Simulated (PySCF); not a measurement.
# Molecular orbitals of RbCl

PBEsol at R = 2.825 Å; PySCF, scalar-relativistic core potentials, basis sets Rb def2-SVP with ECP28, Cl def2-SVP. State: ¹Σ⁺ (singlet), closed shell. Only the outer orbitals are listed, counted within each symmetry, core potentials removing the inner ones.

```tsv
orbital	occ.	ε (eV)	on Rb (%)	main shells (%)
4σ	2	-32.34	100	100 Rb s
5σ	2	-16.52	57	57 Rb p, 42 Cl s
2π	2	-16.19	100	100 Rb p
2π	2	-16.19	100	100 Rb p
6σ	2	-15.30	44	56 Cl s, 43 Rb p
7σ	2	-4.60	10	90 Cl p
3π	2	-4.38	6	94 Cl p
3π	2	-4.38	6	94 Cl p
8σ	0	-1.76	97	84 Rb s, 13 Rb p
4π	0	-0.36	100	87 Rb p, 12 Rb d
4π	0	-0.36	100	87 Rb p, 12 Rb d
```

**Question.** Which are the highest filled and the lowest empty level, where do they sit, and how wide is the gap?

**Answer.** Highest filled 3π at -4.38 eV (in %: 94 Cl p); lowest empty 8σ at -1.76 eV (in %: 84 Rb s, 13 Rb p); the gap at PBEsol is 2.62 eV.

The bond order (Mayer) is 0.85, the ⟨S²⟩ is 0.000 and the charge on Rb (Mulliken, basis-dependent) is 0.54. The charge on Rb (Löwdin, basis-dependent) is 0.39. The dipole moment (positive dipole means Rb(−)Cl(+)) is -9.91 D.
